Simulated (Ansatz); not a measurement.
`O[Si](F)(F)CCl` + `[SiH3][SnH3]` → `[SiH3][SnH2][CH2]Cl` + `O[SiH](F)F`  (formal exchange of groups at a C–Si bond)

Computed with Ansatz on PBE0-D4/def2-TZVP structures; ΔE is electronic, products minus reactants. CCSD(T)/CBS is the MP2 limit (def2-TZVPP, def2-QZVPP) plus CCSD(T) − MP2 in def2-TZVPP, frozen cores. Functionals use def2-TZVPP. def2 core potentials past Kr. For Sn outer-core shells are correlated without core-valence functions, which leaves a few kJ/mol of doubt a bond. Each species was taken in one conformer, which may not be the lowest.

`O[Si](F)(F)CCl`:

```xyz
9

O     0.758    1.684   -0.109
Si    0.536    0.161   -0.593
F     0.233    0.216   -2.141
F     1.844   -0.708   -0.402
C    -0.866   -0.692    0.280
Cl   -0.622   -0.505    2.043
H     0.853    1.853    0.830
H    -1.830   -0.248    0.030
H    -0.906   -1.760    0.062
```

`[SiH3][SnH3]`:

Cartesian coordinates in Å:
```
Si -0.382 0.570 1.122
Sn 0.362 -0.540 -1.062
H -1.666 1.292 0.918
H 0.645 1.543 1.579
H -0.573 -0.457 2.179
H -0.803 -1.669 -1.593
H 1.843 -1.363 -0.849
H 0.573 0.625 -2.293
```

`[SiH3][SnH2][CH2]Cl`:

```xyz
11

Si   -0.282    1.879   -0.607
Sn   -0.764   -0.317    0.617
C     0.905   -1.652    0.265
Cl    1.345   -1.642   -1.463
H     1.104    2.320   -0.300
H    -1.231    2.931   -0.154
H    -0.427    1.695   -2.072
H    -2.171   -1.094    0.037
H    -0.918   -0.108    2.311
H     1.780   -1.336    0.829
H     0.657   -2.676    0.536
```

`O[SiH](F)F`:

```xyz
6

O     0.715   -0.639    0.837
Si   -0.055    0.324   -0.204
F    -1.543    0.601    0.265
F    -0.179   -0.356   -1.629
H     0.380   -1.513    1.039
H     0.682    1.583   -0.308
```

CCSD(T)/CBS gives +14.6 kJ/mol.

(1) Another level gave +27.8 kJ/mol. Which?
A. PBE-D4/def2-TZVPP
B. CCSD(T)/def2-TZVPP
C. SCS-MP2/def2-TZVPP
D. r2SCAN/def2-TZVPP

Largest T1 diagnostic among the species: 0.013.

## Answers

(1) D. r2SCAN 27.8, CCSD(T)/def2-TZVPP 19.3, SCS-MP2/def2-TZVPP 13.0, PBE-D4 23.3 kJ/mol.

In def2-TZVPP, CCSD(T) changes the Hartree–Fock value by −6.7 kJ/mol (the triples alone add −1.4 kJ/mol) and MP2 by −13.7 kJ/mol.
